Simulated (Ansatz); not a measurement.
`C[N](C)[Cu-][NH3+]` at its PBE0-D4/def2-TZVP geometry, where that method's forces vanish. Total charge 0; spin multiplicity 1.

```tsv
atom	x (Å)	y (Å)	z (Å)
C1	-0.874	1.511	0.797
N2	-0.664	0.358	-0.023
C3	-1.361	0.478	-1.266
Cu4	0.757	-0.750	0.195
N5	2.214	-1.991	0.472
H6	-1.949	1.671	1.008
H7	-0.371	1.410	1.764
H8	-0.513	2.456	0.340
H9	-2.450	0.609	-1.112
H10	-1.232	-0.416	-1.884
H11	-1.037	1.345	-1.878
H12	2.561	-1.935	1.425
H13	2.992	-1.795	-0.149
H14	1.925	-2.951	0.310
```

(1) For each bond, give half the difference of the two atoms' forces along it (eV/Å; positive pushes the atoms apart) under PBE-D4, r2SCAN-D4, B3LYP-D4, ωB97M-V in def2-TZVPP. (Estimate.)

## Answers

(1) Ansatz gave: 
```json
{"bond": "C1–N2", "length (Å)": "1.431", "PBE-D4": "0.19", "r2SCAN-D4": "0.27", "B3LYP-D4": "0.20", "ωB97M-V": "0.24"}
{"bond": "C1–H6", "length (Å)": "1.107", "PBE-D4": "0.11", "r2SCAN-D4": "-0.04", "B3LYP-D4": "-0.08", "ωB97M-V": "-0.14"}
{"bond": "C1–H7", "length (Å)": "1.094", "PBE-D4": "0.02", "r2SCAN-D4": "-0.09", "B3LYP-D4": "-0.13", "ωB97M-V": "-0.09"}
{"bond": "C1–H8", "length (Å)": "1.110", "PBE-D4": "0.08", "r2SCAN-D4": "-0.05", "B3LYP-D4": "-0.07", "ωB97M-V": "-0.12"}
{"bond": "N2–C3", "length (Å)": "1.431", "PBE-D4": "0.19", "r2SCAN-D4": "0.27", "B3LYP-D4": "0.20", "ωB97M-V": "0.24"}
{"bond": "N2–Cu4", "length (Å)": "1.814", "PBE-D4": "-0.15", "r2SCAN-D4": "-0.25", "B3LYP-D4": "-0.01", "ωB97M-V": "-0.09"}
{"bond": "C3–H9", "length (Å)": "1.107", "PBE-D4": "0.11", "r2SCAN-D4": "-0.04", "B3LYP-D4": "-0.09", "ωB97M-V": "-0.14"}
{"bond": "C3–H10", "length (Å)": "1.094", "PBE-D4": "0.02", "r2SCAN-D4": "-0.09", "B3LYP-D4": "-0.13", "ωB97M-V": "-0.09"}
{"bond": "C3–H11", "length (Å)": "1.110", "PBE-D4": "0.08", "r2SCAN-D4": "-0.05", "B3LYP-D4": "-0.07", "ωB97M-V": "-0.13"}
{"bond": "Cu4–N5", "length (Å)": "1.934", "PBE-D4": "-0.21", "r2SCAN-D4": "-0.07", "B3LYP-D4": "0.05", "ωB97M-V": "0.08"}
{"bond": "N5–H12", "length (Å)": "1.015", "PBE-D4": "0.25", "r2SCAN-D4": "0.05", "B3LYP-D4": "-0.02", "ωB97M-V": "-0.06"}
{"bond": "N5–H13", "length (Å)": "1.015", "PBE-D4": "0.25", "r2SCAN-D4": "0.06", "B3LYP-D4": "-0.02", "ωB97M-V": "-0.06"}
{"bond": "N5–H14", "length (Å)": "1.015", "PBE-D4": "0.26", "r2SCAN-D4": "0.05", "B3LYP-D4": "-0.02", "ωB97M-V": "-0.06"}
```

B3LYP here is the variant with VWN-RPA as its local correlation; programs differ in this.
